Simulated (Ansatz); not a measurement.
C₂H₅BrOSi (`O[Si]1(Br)CC1`). The species carries charge 0 and has multiplicity 1. The structure was optimised at the PBE0-D4/def2-TZVP level. It is one conformer, not always the lowest.

```xyz
10

O     1.830   -0.730    0.723
Si    0.408   -0.630   -0.069
Br   -0.048   -2.512   -1.134
C    -0.970    0.408    0.496
C    -0.126    0.962   -0.737
H     1.994   -1.515    1.249
H    -0.878    0.991    1.408
H    -1.999    0.146    0.273
H     0.453    1.857   -0.531
H    -0.663    1.022   -1.678
```

Question: What is the dipole moment at r2SCAN/def2-TZVPP? (Estimate.)

Answer: The calculation gave: 1.13 D, with components (0.00, 0.07, 1.13) D in this frame, pointing from negative to positive charge.

Question: And with PBE, B3LYP, ωB97M-V? (An estimate is asked.)

Answer: Computed: PBE 1.09 D, B3LYP 1.10 D, ωB97M-V 1.12 D.

Question: Give the Mulliken charges with r2SCAN, ωB97M-V, B3LYP in def2-TZVPP. (Best estimate.)

Answer: The calculation gave: 
| atom | r2SCAN | ωB97M-V | B3LYP |
| --- | --- | --- | --- |
| O1 | -0.41 | -0.37 | -0.39 |
| Si2 | 0.58 | 0.55 | 0.56 |
| Br3 | -0.22 | -0.19 | -0.22 |
| C4 | -0.24 | -0.31 | -0.27 |
| C5 | -0.21 | -0.29 | -0.25 |
| H6 | 0.21 | 0.18 | 0.19 |
| H7 | 0.07 | 0.11 | 0.10 |
| H8 | 0.07 | 0.11 | 0.09 |
| H9 | 0.07 | 0.11 | 0.10 |
| H10 | 0.07 | 0.11 | 0.10 |

B3LYP here is the variant with VWN-RPA as its local correlation; programs differ in this.
